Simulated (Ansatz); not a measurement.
Steps of a relaxation of C$_{3}$H$_{10}$Si$_{2}$, SMILES `C/C=C/[SiH2][SiH3]` with RKS PBE-D4/def2-SVP.

```sh
$ ansatz run in.yaml --threads 4 --pin off --events-out ev --progress --plain --max-ram 10444MiB
```

```yaml
crystal:
  periodic: [false, false, false]
  atoms:
    - {symbol: C, position_ang: [-2.066700, 1.432200, 1.230200]}
    - {symbol: C, position_ang: [-1.365400, 0.789300, 0.122200]}
    - {symbol: C, position_ang: [-0.572300, -0.248500, 0.309100]}
    - {symbol: Si, position_ang: [0.482200, -1.129000, -0.982700]}
    - {symbol: Si, position_ang: [2.683700, -0.872700, -0.679900]}
    - {symbol: H, position_ang: [-3.190700, 1.430600, 1.024500]}
    - {symbol: H, position_ang: [-1.806300, 2.535800, 1.263700]}
    - {symbol: H, position_ang: [-1.878600, 1.049100, 2.191900]}
    - {symbol: H, position_ang: [-1.516500, 1.207600, -0.836400]}
    - {symbol: H, position_ang: [-0.389100, -0.646400, 1.345700]}
    - {symbol: H, position_ang: [-0.001600, -0.628600, -2.298100]}
    - {symbol: H, position_ang: [0.075900, -2.575500, -0.901500]}
    - {symbol: H, position_ang: [3.014400, 0.597300, -0.766200]}
    - {symbol: H, position_ang: [3.425300, -1.603700, -1.675400]}
    - {symbol: H, position_ang: [3.083900, -1.388200, 0.682300]}
basis:
  gaussian: {orbitals: def2-SVP}
hamiltonian: {xc: pbe, dispersion: d4}
relax: {f_tol: 0.03, max_steps: 200}
```

Positions (Å) and forces (eV/Å) along the path, 8 of 8 steps:

```xyz
15
step=1 energy=-19008.2410 eV
C    -2.067    1.432    1.230   -1.964    2.511   -1.419
C    -1.365    0.789    0.122   -0.157   -0.003    1.280
C    -0.572   -0.248    0.309    2.032   -1.874    0.413
Si    0.482   -1.129   -0.983   -2.010   -0.171    0.090
Si    2.684   -0.873   -0.680    0.623    0.803    1.071
H    -3.191    1.431    1.024    0.748   -0.006    0.333
H    -1.806    2.536    1.264   -0.167   -0.518   -0.012
H    -1.879    1.049    2.192    0.386   -1.005    1.750
H    -1.516    1.208   -0.836   -0.225    0.624   -1.723
H    -0.389   -0.646    1.346   -0.347    0.329   -0.358
H    -0.002   -0.629   -2.298    0.111    0.118   -0.456
H     0.076   -2.575   -0.901    0.187   -0.206   -0.065
H     3.014    0.597   -0.766    0.078   -0.054    0.011
H     3.425   -1.604   -1.675    0.707   -0.602   -0.881
H     3.084   -1.388    0.682   -0.002    0.055   -0.032
15
step=2 energy=-19008.5973 eV
C    -2.114    1.481    1.244   -0.610    0.952   -0.344
C    -1.342    0.817    0.161   -0.073   -0.130    0.446
C    -0.516   -0.227    0.353    0.272   -0.890   -0.128
Si    0.408   -1.171   -1.002   -0.296    0.157    0.104
Si    2.695   -0.879   -0.696    0.150    0.231    0.328
H    -3.216    1.452    1.036    0.293   -0.078    0.058
H    -1.876    2.576    1.288   -0.010   -0.225    0.001
H    -1.935    1.065    2.236    0.124   -0.309    0.442
H    -1.504    1.216   -0.843    0.028    0.150   -0.471
H    -0.418   -0.656    1.379    0.006    0.264   -0.199
H     0.032   -0.660   -2.372   -0.053    0.002    0.042
H     0.108   -2.655   -0.941   -0.019    0.108    0.014
H     3.068    0.580   -0.772   -0.035   -0.010   -0.018
H     3.489   -1.615   -1.712    0.225   -0.209   -0.270
H     3.098   -1.375    0.671   -0.001   -0.014   -0.006
15
step=3 energy=-19008.6318 eV
C    -2.135    1.503    1.245    0.004    0.090    0.068
C    -1.379    0.790    0.164    0.052   -0.002    0.043
C    -0.568   -0.279    0.349    0.333    0.053    0.075
Si    0.399   -1.166   -1.007   -0.071    0.036    0.087
Si    2.727   -0.887   -0.694   -0.034    0.050    0.029
H    -3.229    1.489    1.045   -0.001   -0.044   -0.018
H    -1.862    2.582    1.293    0.040   -0.053   -0.020
H    -1.961    1.056    2.246    0.007    0.011   -0.060
H    -1.510    1.205   -0.856   -0.055   -0.137    0.016
H    -0.375   -0.613    1.397   -0.218   -0.014   -0.263
H     0.008   -0.645   -2.372   -0.009   -0.001    0.084
H     0.105   -2.648   -0.958    0.012    0.028   -0.029
H     3.086    0.576   -0.773    0.000   -0.008   -0.006
H     3.545   -1.629   -1.722   -0.049   -0.004    0.004
H     3.128   -1.385    0.672   -0.010   -0.006   -0.008
15
step=4 energy=-19008.6355 eV
C    -2.110    1.517    1.228    0.053    0.051   -0.110
C    -1.356    0.767    0.171    0.067    0.066    0.205
C    -0.557   -0.304    0.386    0.105   -0.007    0.204
Si    0.388   -1.160   -0.984    0.058   -0.088   -0.043
Si    2.714   -0.867   -0.691   -0.023    0.005    0.016
H    -3.187    1.503    0.976   -0.185    0.043    0.101
H    -1.828    2.597    1.300    0.049   -0.217   -0.131
H    -1.964    1.056    2.221   -0.046   -0.006    0.134
H    -1.499    1.117   -0.865   -0.001    0.087   -0.128
H    -0.410   -0.656    1.435   -0.063    0.089   -0.270
H    -0.026   -0.594   -2.321   -0.001    0.008    0.044
H     0.100   -2.641   -0.990    0.016   -0.035   -0.013
H     3.067    0.596   -0.776    0.001   -0.001    0.001
H     3.516   -1.609   -1.729   -0.025    0.000   -0.001
H     3.130   -1.370    0.669   -0.006    0.005   -0.009
15
step=5 energy=-19008.6479 eV
C    -2.121    1.508    1.235    0.005    0.004    0.009
C    -1.362    0.778    0.168    0.030   -0.003    0.045
C    -0.548   -0.286    0.366    0.009   -0.035    0.026
Si    0.398   -1.166   -0.994   -0.013    0.034    0.036
Si    2.720   -0.870   -0.686   -0.030   -0.011   -0.029
H    -3.212    1.492    1.022   -0.013   -0.001    0.012
H    -1.836    2.584    1.276    0.015   -0.047   -0.027
H    -1.953    1.066    2.237   -0.007    0.016   -0.017
H    -1.502    1.158   -0.864    0.006   -0.009    0.003
H    -0.415   -0.653    1.406   -0.027    0.042   -0.080
H    -0.017   -0.612   -2.335    0.015    0.000    0.016
H     0.107   -2.648   -0.980    0.011    0.005   -0.004
H     3.076    0.592   -0.772    0.002   -0.009    0.000
H     3.514   -1.620   -1.726   -0.002    0.012    0.017
H     3.128   -1.374    0.676   -0.002    0.003   -0.008
15
step=6 energy=-19008.6482 eV
C    -2.110    1.512    1.232    0.021    0.006    0.044
C    -1.344    0.775    0.175   -0.058    0.013    0.030
C    -0.555   -0.306    0.371    0.045   -0.030    0.049
Si    0.392   -1.177   -0.994    0.004    0.023    0.023
Si    2.709   -0.860   -0.687   -0.018   -0.015   -0.020
H    -3.199    1.497    1.009   -0.018   -0.001    0.004
H    -1.824    2.587    1.266    0.014   -0.035   -0.011
H    -1.956    1.077    2.240    0.003    0.012   -0.023
H    -1.470    1.165   -0.853    0.016   -0.001   -0.050
H    -0.434   -0.683    1.408   -0.029    0.023   -0.059
H    -0.029   -0.619   -2.331    0.011   -0.002    0.012
H     0.114   -2.660   -0.984    0.001   -0.004   -0.005
H     3.050    0.605   -0.770    0.005   -0.001    0.000
H     3.513   -1.600   -1.726    0.002    0.008    0.010
H     3.121   -1.363    0.674    0.001    0.004   -0.004
15
step=7 energy=-19008.6484 eV
C    -2.116    1.511    1.234   -0.024   -0.004    0.012
C    -1.359    0.772    0.173    0.000    0.025    0.001
C    -0.560   -0.301    0.372    0.026   -0.041    0.005
Si    0.395   -1.173   -0.986    0.006    0.013   -0.036
Si    2.714   -0.866   -0.695    0.011    0.011    0.053
H    -3.209    1.500    1.023    0.015    0.003    0.002
H    -1.822    2.583    1.260    0.002   -0.005   -0.001
H    -1.953    1.080    2.242    0.005    0.002   -0.014
H    -1.482    1.161   -0.856    0.003   -0.009   -0.006
H    -0.445   -0.678    1.408   -0.003    0.011   -0.003
H    -0.010   -0.609   -2.325   -0.021   -0.004    0.001
H     0.116   -2.656   -0.983   -0.006    0.001   -0.001
H     3.063    0.597   -0.777   -0.004    0.004   -0.005
H     3.526   -1.606   -1.727   -0.025   -0.008   -0.010
H     3.122   -1.366    0.667    0.014    0.000    0.003
15
step=8 energy=-19008.6491 eV
C    -2.114    1.510    1.232   -0.006    0.012    0.013
C    -1.357    0.769    0.173    0.009   -0.011   -0.013
C    -0.559   -0.305    0.373   -0.002    0.003   -0.005
Si    0.394   -1.171   -0.989    0.001   -0.005    0.002
Si    2.712   -0.863   -0.688    0.000    0.002   -0.001
H    -3.206    1.503    1.020    0.002   -0.001   -0.003
H    -1.817    2.581    1.261    0.002   -0.002   -0.002
H    -1.952    1.077    2.239    0.001   -0.002   -0.002
H    -1.479    1.155   -0.859   -0.004    0.000    0.009
H    -0.443   -0.679    1.410   -0.002    0.000    0.004
H    -0.019   -0.604   -2.323    0.001    0.001   -0.003
H     0.116   -2.654   -0.991    0.000    0.003    0.000
H     3.062    0.600   -0.781    0.001    0.001    0.000
H     3.512   -1.611   -1.723   -0.003    0.000    0.000
H     3.127   -1.358    0.675    0.001   -0.001    0.002
```

Run time 14 s (4 threads of an Arm Neoverse V1 on a shared host); peak host memory 0.17 GiB.
